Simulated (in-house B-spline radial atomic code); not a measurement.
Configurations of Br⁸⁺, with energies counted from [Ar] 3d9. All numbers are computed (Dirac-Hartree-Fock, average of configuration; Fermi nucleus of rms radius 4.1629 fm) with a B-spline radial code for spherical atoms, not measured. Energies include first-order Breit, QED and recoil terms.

Occupations are held fixed; configurations that lie above the ionisation limit could autoionise.

```tsv
configuration	E - E(ref) (eV)	highest orbital	its <r> (bohr)
[Ar] 3d8 4p1	102.35	4p3/2	1.419
[Ne] 3s2 3p5 3d10	119.34	3d5/2	0.5574
[Ar] 3d8 5s1	150.44	5s1/2	2.431
[Ar] 3d8 5f1	181.36	5f5/2	3.333
[Ar] 3d8 6p1	183.08	6p3/2	4.124
[Ar] 3d8 6f1	195.31	6f5/2	5.126
[Ar] 3d8 7p1	196.47	7p3/2	5.973
[Ne] 3s2 3p5 3d9 6s1	297.16	6s1/2	3.873
[Ne] 3s2 3p5 3d9 7s1	312.21	7s1/2	5.648
[Ne] 3s2 3p5 3d9 6f1	313.28	6f5/2	5.122
[Ne] 3s2 3p5 3d9 7f1	321.71	7f7/2	7.251
```

Problem. Order these further configurations by energy, lowest first.
A. [Ar] 3d8 6s1
B. [Ne] 3s2 3p5 3d9 7g1
C. [Ar] 3d8 5p1
D. [Ar] 3d8 5g1
E. [Ne] 3s2 3p5 3d9 6g1

Solution. C (158.18 eV), A (179.15 eV), D (182.71 eV), E (314.17 eV), B (322.3 eV).

Problem. How far above the reference does [Ne] 3s2 3p5 3d9 5f1 lie?

Solution. 299.32 eV; its least bound orbital is 5f5/2 with <r> = 3.329 bohr.

Problem. How far above the reference does [Ne] 3s2 3p5 3d9 5g1 lie?

Solution. 300.7 eV; its least bound orbital is 5g9/2 with <r> = 3.048 bohr.

Problem. How far above the reference does [Ar] 3d8 7g1 lie?

Solution. 204.31 eV; its least bound orbital is 7g9/2 with <r> = 7.04 bohr.

Problem. One of these lies 156 eV from the reference. Which?
A. [Ar] 3d8 4f1
B. [Ar] 3d8 6g1
C. [Ne] 3s2 3p5 3d9 4s1

Solution. A.
